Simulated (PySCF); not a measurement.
Compound: C₂H₉BN₂.
Geometry (PBE0-D3(BJ)/def2-SVP, Å), atoms numbered from 1 in this order:
```xyz
14
C2H9BN2 angstrom
B     -1.992    0.126    0.681
N     -0.546    0.742    1.113
C      0.602   -0.007    0.597
C      1.940    0.565    0.993
N      3.078    0.105    0.695
H     -2.827    0.865    1.184
H     -2.000    0.147   -0.545
H     -2.011   -1.011    1.139
H     -0.508    1.712    0.793
H     -0.512    0.782    2.134
H      0.499   -1.046    0.948
H      0.500   -0.043   -0.499
H      1.911    1.487    1.607
H      2.994   -0.746    0.126
```

The computed photoelectron lines, unassigned: B 1s: 193.93 eV; C 1s: 292.89 (area 1), 292.91 (area 1) eV; N 1s: 405.40 (area 1), 407.86 (area 1) eV.

Method: delta-SCF UKS SCAN, pcX-2 on the ionised atom, pcseg-1 elsewhere, spin-free X2C (PySCF). The structure is a single PBE0-D3(BJ)/def2-SVP conformer in the gas phase; no vibrational or solvent corrections.

Q: Assign the N 1s lines to atoms.

A: 405.40 eV: N5 (imine nitrogen); 407.86 eV: N2 (nitrogen bonded to B, C and 2 H). Lowest listed N 1s: N5, bonded to C (double bond) and H. Highest, 2.46 eV above it: N2, bonded to C, 2 H and B. Summing the Pauling electronegativity differences to the bonded atoms, each weighted by its formal bond order, gives -1.82 for the lowest site and -3.17 for the highest; the largest sum, -1.82, belongs to N5, 2.46 eV below the top. The smallest sum, -3.17, belongs to N2, 2.46 eV above the lowest.

Bonded neighbours of each site: B1: N and 3 H; N2: C, 2 H and B; C3: N, C and 2 H; C4: N (double bond), C and H; N5: C (double bond) and H.

Q: Which photon wavelength matches the N 1s of N5 threshold?

A: λ = hc/E = 12398.42 eV Å / 405.40 eV = 30.583 Å.

Spin contamination (⟨S²⟩ against 0.75 for a pure doublet) is marked for C 1s of C4 (0.86), which makes this value less certain.
